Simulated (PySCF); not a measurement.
**Whose spectrum? (organic semiconductor)**

All values: TDA CAM-B3LYP/6-31G*, gas phase, PySCF SCF with an in-house response code, fitting set def2-universal-JFIT up to Ne and JKFIT beyond, grid level 1 (kernel 0), vertical, one conformer each, geometries GFN2-xTB; core orbitals frozen in the response, virtual orbitals above 1.5 Eh left out for most members. The lowest 6 to 8 singlets were sought, and the brightest is taken among them. The runs took 0.7 to 3 CPU minutes each on shared server CPUs.

One system has its HOMO at -6.56 eV, its LUMO at 0.19 eV and these singlet states:

```
state    eV      f
   S1  4.38  0.000
   S2  4.56  0.302
   S3  4.83  0.238
   S4  5.27  0.298
   S5  5.27  0.001
   S6  5.46  0.000
   S7  5.64  0.065
   S8  5.83  0.000
```

(1) Which is it?
A. C=Cc1cc2sc3cc(C=C)sc3c2s1 (C12H8S3)
B. CC(C)(C)c1cc2sc3ccsc3c2s1 (C12H12S3)
C. CB(C)c1c(O)sc2c1sc1ccsc12 (C10H9BOS3)
D. CC(C)(C)c1csc2c1sc1ccsc12 (C12H12S3)
E. c1cc(-c2csc3c2sc2ccsc23)ccn1 (C13H7NS3)

(2) How do the candidates compare?

Answers

(1) C.

(2) 
```csv
system,HOMO / eV,LUMO / eV,S1 / eV,f(S1),brightest state sought / eV
C=Cc1cc2sc3cc(C=C)sc3c2s1,-6.38,-0.65,3.84,1.304,3.84
CB(C)c1c(O)sc2c1sc1ccsc12,-6.56,0.19,4.38,0.000,4.56
CC(C)(C)c1cc2sc3ccsc3c2s1,-6.67,0.23,4.65,0.638,4.65
CC(C)(C)c1csc2c1sc1ccsc12,-6.82,0.19,4.74,0.497,4.74
c1cc(-c2csc3c2sc2ccsc23)ccn1,-7.05,-0.27,4.67,0.398,4.67
```
